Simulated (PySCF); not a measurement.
C2H5Si, charge +1, multiplicity 1.

```xyz
8

C      1.6739     0.0682     0.3966
Si     0.1110    -0.1691    -0.1912
C     -1.6763     0.1876    -0.0767
H      2.1476    -0.7121     0.9935
H      2.3599     0.7178    -0.1484
H     -1.7981     1.2737    -0.1748
H     -2.2463    -0.3389    -0.8419
H     -2.0031    -0.1076     0.9284
```
Charge +1, spin multiplicity 1.

The structure is a stationary point at PBE0-D3(BJ)/def2-TZVP. The multiplicity is an assumed one; other spin states were not compared. The isomer is the one that the SMILES or the coordinates give; other isomers of the formula were not compared.

The numbers are results of B3LYP/pcSseg-2 (PySCF), not measurements. Non-relativistic, no solvent.

Computed absolute GIAO shielding of each atom: isotropic value and principal components (ppm):
```tsv
atom	σ(iso)	σ11	σ22	σ33	span
C1	72.0	-118.7	138.1	196.8	315.5
Si2	-145.0	-364.7	-37.7	-32.5	332.2
C3	164.6	138.7	169.4	185.5	46.8
H4	23.5	18.9	24.9	26.6	7.7
H5	23.5	18.9	24.9	26.6	7.7
H6	28.4	24.7	25.7	34.9	10.1
H7	28.3	24.7	25.8	34.6	9.9
H8	28.4	24.7	25.7	34.9	10.1
```
